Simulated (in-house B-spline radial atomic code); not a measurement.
Values are calculated unless marked as measured or tabulated.
## Making a Troullier-Martins s channel for In, r_c = 1.95 bohr

In, [Kr] 4d10 5s2 5p1, non-relativistic LDA (VWN5), spherical and spin-unpolarised, from an all-electron radial atomic-structure program (B-spline basis) (atomic units). The all-electron 5s level is ε = -0.290498 hartree, its outermost node lies just inside 1.08 bohr and its outer maximum at 2.24 bohr.

Inside r_c the pseudo-orbital is u(r) = r^1 exp(p(r)), with p = c0 + c2 r² + c4 r⁴ + … + c12 r¹². The seven coefficients follow from p and its first four derivatives at r_c, from zero curvature of the screened potential at the origin, c4 = −c2²/(2l + 5), and from the norm inside r_c. At r_c the all-electron orbital has P = 0.6559071, P' = 0.2075497, the screened potential V = -0.9762831, V' = 1.216859, V'' = -2.283319, and the norm inside is Q = 0.2226684.

Problem. What are p, p' and p'' at r_c?

Solution. p = ln(P/r_c^1) = ln(0.6559071/1.95) = -1.08957. p' = P'/P − 1/r_c = 0.31643 − 0.51282 = -0.19639. The radial equation gives p'' = 2(V − ε) − 2(1) p'/r_c − p'² = -1.37157 − (-0.20142) − 0.03857 = -1.20871. Differentiating, p''' = 2V' + 2(1)p'/r_c² − 2(1)p''/r_c − 2p'p'' = 3.0954, and p'''' = 2V'' − 4(1)p'/r_c³ + 4(1)p''/r_c² − 2(1)p'''/r_c − 2p''² − 2p'p''' = -10.613.

For a trial c2 the five matching conditions are linear in c0, c6, c8, c10 and c12, and c2 is varied until the norm inside r_c equals Q. The root nearest zero gives:

```
 n            c_n
 0      -1.973112
 2      0.5048137
 4    -0.05096737
 6     0.00890984
 8    -0.01224302
10    0.003135074
12  -0.0002387286
```

Problem. Check c4 and p(r_c), and find the screened pseudopotential at the origin.

Solution. −c2²/5 = -0.0509674, as listed. The terms c_n r_c^n are -1.97311, 1.91955, -0.73694, 0.48987, -2.55956, 2.49226, -0.72164, which sum to -1.08957. Inverting the radial equation, V_l(r) = ε + 1 p'/r + (p'' + p'²)/2, so V_l(0) = ε + (2l + 3) c2 = -0.290498 + 3 × (0.504814) = 1.2239 hartree, finite where the all-electron potential diverges.

Orbitals and screened potentials:

```tsv
r (bohr)	P	u	V all-electron	V pseudo
0.195	0.1137	0.02763	-123.6	1.224
0.488	-0.1389	0.0763	-25.25	1.218
0.78	-0.2903	0.1448	-9.482	1.145
1.072	0.01251	0.2484	-4.391	0.7998
1.365	0.3378	0.3954	-2.381	-0.03851
1.658	0.5514	0.5544	-1.457	-0.9607
1.95	0.6559	0.6559	-0.9763	-0.9763
```

Logarithmic derivatives P'/P at R = 2.25 bohr, for energies E around ε:

```json
{"E − ε (hartree)": "-0.5", "all-electron": "0.622636", "pseudo": "0.616042"}
{"E − ε (hartree)": "-0.25", "all-electron": "0.335428", "pseudo": "0.333194"}
{"E − ε (hartree)": "-0.1", "all-electron": "0.136167", "pseudo": "0.135729"}
{"E − ε (hartree)": "0", "all-electron": "-0.0111455", "pseudo": "-0.0111441"}
{"E − ε (hartree)": "0.1", "all-electron": "-0.172547", "pseudo": "-0.173142"}
{"E − ε (hartree)": "0.25", "all-electron": "-0.447437", "pseudo": "-0.452259"}
{"E − ε (hartree)": "0.5", "all-electron": "-1.0298", "pseudo": "-1.06166"}
```

Problem. With P(R) = 0.6832789 and a norm of 0.3593594 inside R, what slope in energy does norm conservation fix?

Solution. d(P'/P)/dE = −2 × (norm inside R)/P(R)² = -1.5394 per hartree·bohr at E = ε, for both atoms, since orbital and norm agree at R. Differences over ±0.1 hartree give -1.5436 (all-electron) and -1.5444 (pseudo), which also hold third-order terms. Half a hartree below ε the two curves differ by -0.0066.
